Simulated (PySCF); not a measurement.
# Static response to an electric field

Compound: SnHMe2(OiPr), C5H14OSn.
Geometry (PBE0-D3(BJ)/def2-SVP, Å), atoms numbered from 1 in this order:
```xyz
21
C5H14OSn angstrom
Sn     1.054    1.051    0.224
H      1.178    1.057    1.945
C      2.944    0.955   -0.773
H      3.518    1.877   -0.602
H      2.776    0.831   -1.852
H      3.519    0.096   -0.400
C     -0.175    2.648   -0.517
H     -1.117    2.706    0.046
H     -0.403    2.463   -1.576
H      0.356    3.607   -0.428
O      0.204   -0.692   -0.268
C     -0.726   -1.346    0.553
C     -0.916   -2.749    0.001
C     -2.045   -0.586    0.630
H     -0.331   -1.441    1.590
H     -1.320   -2.697   -1.022
H     -1.607   -3.338    0.623
H      0.052   -3.270   -0.043
H     -1.904    0.410    1.082
H     -2.456   -0.444   -0.382
H     -2.789   -1.123    1.239
```

Level: CAM-B3LYP/def2-SVPD (PySCF), static field, nuclei fixed, core orbitals frozen in the response. The polarisability tensor in these axes (au):

```
x   112.73   3.66  -4.68
y     3.66 112.72  -3.75
z    -4.68  -3.75  95.48
```

Q: Give the principal values, the mean and the anisotropy Δα = √{½[(α1 − α2)² + (α2 − α3)² + (α1 − α3)²]}.

A: Principal values 93.87, 109.09 and 117.97 au; mean 106.98 au = 15.85 Å³ = 17.64 × 10⁻⁴⁰ C²·m²/J; Δα = 21.11 au (20 % of the mean).

Q: What is the dipole moment, and where does it point?

A: (0.34, 1.59, 0.48) D, 1.70 D in size, pointing from the negative to the positive side. Measured along this direction, the outermost atoms are H17 at the negative end and H10 at the positive end.

Q: Find the Langevin capture rate constant for H3+ (3.023 u) meeting this molecule (210.007 u), k = 2.342 × 10⁻⁹ cm³/s × √(α in Å³ / reduced mass in u).

A: The reduced mass is 2.98 u, so k = 5.40 × 10⁻⁹ cm³/s. The formula leaves out the permanent dipole, which adds to the capture rate.

Q: In a dilute gas of rigid molecules at 250 K, how does the orientational term μ²/3kT compare with the electronic polarisability?

A: In Gaussian units μ²/3kT = 27.87 Å³ against 15.85 Å³, a ratio of 1.76; the Debye molar polarisation (4π/3)N_A(α + μ²/3kT) is 110.3 cm³/mol, leaving out the vibrational part.

Q: Directions of the eigenvectors, and the extent of the frame along each?

A: Largest value along (0.70, 0.67, -0.26), where the nuclei span 7.38 Å; middle along (-0.69, 0.73, 0.04), 5.15 Å; least along (0.21, 0.15, 0.97), 3.96 Å. The response follows the extents in order.

Isolated species at its PBE0-D3(BJ)/def2-SVP geometry (one conformer only). Atoms past krypton carry effective core potentials; spin–orbit coupling is left out.
